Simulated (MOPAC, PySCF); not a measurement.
C$_{10}$H$_{8}$BF, SMILES `Fc1c2-c(ccc2)cc(cc1)B`, neutral singlet in the gas phase. 

Cartesian coordinates (Å):
```xyz
20

B     -3.1247    -1.1540     0.2845
C     -1.8009    -0.4041     0.0696
C     -1.8716     0.9298    -0.4151
C     -0.8866     1.8638    -0.7107
C      0.5036     1.7237    -0.6012
F      1.1994     2.8091    -0.9636
C      1.2581     0.6367    -0.1766
C      2.6608     0.5733    -0.0942
C      3.0153    -0.7055     0.3826
C      1.8558    -1.4620     0.6066
C      0.7253    -0.6762     0.2749
C     -0.5968    -1.0906     0.3685
H     -4.1780    -0.6140     0.0448
H     -3.1215    -2.2898     0.6947
H     -2.8905     1.2893    -0.5883
H     -1.2084     2.8416    -1.0776
H      3.3414     1.3806    -0.3568
H      4.0363    -1.0498     0.5503
H      1.8105    -2.4867     0.9746
H     -0.7276    -2.1151     0.7329
```
Charge 0, spin multiplicity 1.

All levels are single points at this geometry (B3LYP-D3(BJ)/def2-SVP); Pople sets use spherical d functions. Orbital energies aren't observables, and empty levels follow the basis.

```tsv
level	HOMO (eV)	LUMO (eV)	gap (eV)	dipole (D)	vertical IE, Delta-SCF (eV)
PBE-D3(BJ)/def2-TZVP in PySCF	-5.52	-3.27	2.26	1.24	7.83
TPSSh-D3(BJ)/def2-TZVP in PySCF	-5.76	-2.84	2.92	0.94	7.70
BP86/6-31G* in PySCF	-5.29	-3.00	2.28	1.41	–
HF/3-21G in PySCF	-7.59	0.83	8.41	0.33	–
HF/6-31G* in PySCF	-7.38	1.02	8.40	0.16	–
PM6 in MOPAC	-8.44	-1.55	6.89	0.90	–
```
